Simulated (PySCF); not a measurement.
Task: What does the PBE0-D3(BJ)/def2-SVP structure of `CCO[SiH2]OC(C)C` look like in three dimensions?

Result: 
Z-matrix in Å and degrees, rows numbered from 1:
```
C 
C   1  1.5109
O   2  1.4063  1  109.94
Si  3  1.6583  2  127.01  1   144.15
O   4  1.6553  3  113.60  2    91.58
C   5  1.4181  4  124.32  3   -63.28
C   6  1.5186  5  109.42  4    97.24
C   6  1.5160  5  108.22  4  -139.52
H   1  1.1001  2  110.31  3    58.13
H   1  1.1006  2  110.82  3   178.34
H   1  1.1003  2  110.55  3   -61.25
H   2  1.1064  1  109.98  3  -120.55
H   2  1.1080  1  110.13  3   122.20
H   4  1.4991  3  107.03  2   -29.24
H   4  1.4800  3  107.71  2  -151.96
H   6  1.1106  5  109.52  4   -21.67
H   7  1.0999  6  110.62  5   -58.04
H   7  1.1006  6  111.14  5  -178.79
H   7  1.1008  6  109.90  5    60.98
H   8  1.0996  6  110.53  5    59.45
H   8  1.1004  6  111.09  5  -179.90
H   8  1.1009  6  109.81  5   -59.73
```

Si4 (oxygen-bound silicon) is distorted tetrahedral (angles from 105.5° to 113.8°). O5 (silyl ether oxygen) is bent (angle 124.3°). Of the pairs four or more bonds apart, Si4···H17 is among the closest relative to their van der Waals radii: 3.31 Å, 100 % of the sum of Bondi's values.

Computed, not measured: PBE0-D3(BJ)/def2-SVP geometry optimisation, gas phase (PySCF 2.14.0).

Point group: C1 (no symmetry element, even within 0.4 Å). No frequency check. One conformer, not necessarily the lowest (C1–C2–O3–Si4 144°, C2–O3–Si4–O5 92°, O3–Si4–O5–C6 -63°, Si4–O5–C6–C7 97°).

On one thread, x86-64 server (shared host), this took 6.0 min. That covers the optimisation of the geometry.
